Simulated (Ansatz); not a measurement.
A nudged elastic band was laid between two geometries of BH4NO + ClH (9 atoms, charge 0, multiplicity 1).

These are results of RHF/def2-SVP (Ansatz), not measurements.

```yaml
movable_images: 5
climbing_image: yes
spring: 5.0 eV/Å²
optimiser: quadratic models (default)
start_path: through a guess of the saddle point
force_threshold: 0.05 eV/Å
iteration_limit: 60
end_points: relaxed
```

Image 0:

```xyz
9
Properties=species:S:1:pos:R:3
B -0.071 -0.469 -0.138
O -0.539 0.096 1.022
H -1.310 -0.318 1.372
N 1.067 0.061 -0.744
H 1.566 0.844 -0.373
H 1.450 -0.312 -1.586
H -0.642 -1.411 -0.622
Cl 1.224 2.681 2.020
H 0.409 1.713 1.814
```

Image 6:

```xyz
9
Properties=species:S:1:pos:R:3
B 0.266 0.677 -0.608
O -0.402 -0.266 2.424
H -1.336 -0.251 2.283
N 1.442 0.039 -0.944
H 1.450 -0.867 -1.365
H 2.347 0.405 -0.729
H -0.805 0.217 -0.859
Cl 0.327 2.289 0.187
H -0.135 0.641 2.376
```

**Question.** Which bonds break or form, and what moves?

**Answer.** Bonds broken: B1–O2, Cl8–H9. Bonds formed: B1–Cl8, O2–H9. BH4NO + ClH becomes BClH3N + H2O.

**Question.** What energy profile does the band end with?

**Answer.** It converged. The highest image is number 3 of 0 to 6, 1.54 eV above the first end and 1.05 eV above the last; the last end lies 0.48 eV above the first. The profile has 2 maxima (images 3, 5) with wells between them (image 4): this band takes more than one step, which may be the mechanism or a detour left from its start path. Neighbouring images differ by up to 1.4 eV, so the band resolves the path poorly. A vibrational analysis at the climbing image gives one clearly imaginary mode, 325i cm⁻¹: a first-order saddle point. The orbitals stay closed-shell, which can raise the energy where a bond breaks towards radicals; this wasn't checked here.

```csv
image,path coordinate (Å),energy (eV),B1–O2 (Å),Cl8–H9 (Å),B1–Cl8 (Å)
0,0.00,0.00,1.37,1.28,4.03
1,1.24,0.04,1.37,1.28,3.97
2,2.49,0.12,1.38,1.28,3.45
3,3.73,1.54,1.53,1.88,2.47
4,7.11,0.53,3.87,3.11,1.79
5,10.50,0.59,4.11,5.68,1.79
6,13.88,0.48,3.24,2.78,1.80
```

**Question.** What is the geometry of the highest image?

**Answer.** 
```xyz
9
Properties=species:S:1:pos:R:3:forces:R:3
B 0.049 0.246 -0.053 0.00 0.00 0.00
O -0.040 -0.150 1.427 0.00 0.00 0.00
H -0.907 -0.453 1.675 0.00 0.00 0.00
N 1.225 -0.161 -0.671 0.00 0.00 0.00
H 2.083 -0.239 -0.162 0.00 0.00 0.00
H 1.361 0.027 -1.643 0.00 0.00 0.00
H -0.998 0.367 -0.597 0.00 0.00 0.00
Cl 0.287 2.468 0.994 0.00 0.00 0.00
H 0.095 0.780 1.796 0.00 0.00 0.00
```

The band took 50 iterations and of the order of 5 core-minutes.

The run took 4.8 min on 1 thread of Arm Neoverse V2, on a shared host, peak memory 0.15 GiB.
